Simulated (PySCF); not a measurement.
Computed magnetic data of one metal complex (SC-NEVPT2 in the d shell, PySCF, with spin-orbit coupling):

| T / K | χT / cm³ K mol⁻¹ | μeff / μB |
| --- | --- | --- |
| 2 | 0.024 | 0.44 |
| 5 | 0.060 | 0.69 |
| 10 | 0.108 | 0.93 |
| 20 | 0.150 | 1.10 |
| 30 | 0.168 | 1.16 |
| 50 | 0.191 | 1.24 |
| 75 | 0.215 | 1.31 |
| 100 | 0.237 | 1.38 |
| 150 | 0.281 | 1.50 |
| 200 | 0.324 | 1.61 |
| 250 | 0.368 | 1.72 |
| 300 | 0.410 | 1.81 |

Powder magnetisation at 2 K: 0.01 μB at 0.5 T, 0.02 μB at 1 T, 0.04 μB at 2 T, 0.07 μB at 3 T, 0.11 μB at 5 T, 0.16 μB at 7 T.

**Question.** Which of these complexes, all computed at model or optimised geometries, gave the data?
A. [TiCl5]3- (d2, trigonal bipyramidal)
B. [MoBr6]2- (d2, octahedral)
C. [V(NH3)5]3+ (d2, square pyramidal)
D. [NiI4]2- (d8, tetrahedral)

**Answer.** B. [MoBr6]2- (d2, octahedral) has NEVPT2: 2S+1 = 3, 1.81 μB at 300 K, 0.93 μB at 10 K, 0.16 μB at 7 T. The others: [NiI4]2- (d8, tetrahedral) has NEVPT2: 2S+1 = 3, 4.58 μB at 300 K, 1.12 μB at 10 K, 0.20 μB at 7 T; [V(NH3)5]3+ (d2, square pyramidal) has NEVPT2: 2S+1 = 3, 2.73 μB at 300 K, 1.19 μB at 10 K, 0.34 μB at 7 T; [TiCl5]3- (d2, trigonal bipyramidal) has NEVPT2: 2S+1 = 3, 2.88 μB at 300 K, 2.61 μB at 10 K, 1.57 μB at 7 T.

The d shell alone is too small an active space for [MoBr6]2- (an active orbital has only 0.59 squared overlap with the free ion's shell): its levels, fitted parameters, g values and moments show what this model gives and aren't sound predictions.

On [MoBr6]2-: The ground state is orbitally degenerate in this regular structure, which would distort (Jahn–Teller), so its moment is that of the undistorted model. The geometry optimisation stopped short of its thresholds.
